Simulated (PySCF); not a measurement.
**Computed vibrations of Pm(SH)3**

Pm(SH)3 (singlet in the valence; each metal's 4f electrons, 4 of them, lie in its core potential, out of spins and levels). PySCF 2.14.0, RKS PBE0, Pm lcecp-1-SVP with ECP50, S def2-SVP, H def2-SVP; non-relativistic Hamiltonian with scalar-relativistic core potentials where named; density fitting; no spin-orbit coupling. Central differences of gradients.

```xyz
7

Pm    0.0000    0.0000   -0.3969
S     2.4661    0.0000    0.5415
H     2.1092    0.0000    1.8463
S    -1.2331    2.1357    0.5415
H    -1.0546    1.8267    1.8463
S    -1.2331   -2.1357    0.5415
H    -1.0546   -1.8267    1.8463
```

Run from Python with OMP_NUM_THREADS=2. Where DIIS fails, smearing, a level shift and second-order steps follow.
It took 44 s on 2 threads of Arm Neoverse V2 (shared host).

Q: What are the harmonic wavenumbers and infrared intensities?

A: Modes are labelled in C3v; negative numbers are unstable modes, those under 60 cm⁻¹ near the noise; a finer grid moves soft modes by up to 10 cm⁻¹.
```csv
cm⁻¹,km/mol,symmetry
-271,–,a2
-176,–,e
-176,–,e
72,17.4,a1
83,4.9,e
83,4.9,e
298,26.2,e
298,26.2,e
307,16.2,a1
338,69.4,e
338,69.4,e
382,34.2,a1
2705,2.8,e
2705,2.8,e
2706,0.0,a1
```

Q: Is this a minimum?

A: No: 3 unstable; the lowest moves the atoms so:
```
Pm   0.00  0.00  0.00
S    0.00  0.02  0.00
H    0.00 -0.58  0.00
S   -0.01 -0.01  0.00
H    0.50  0.29  0.00
S    0.01 -0.01  0.00
H   -0.50  0.29  0.00
```

An lcecp potential fixes the number of 4f electrons, so in runs with it no electron can move into or out of that shell.
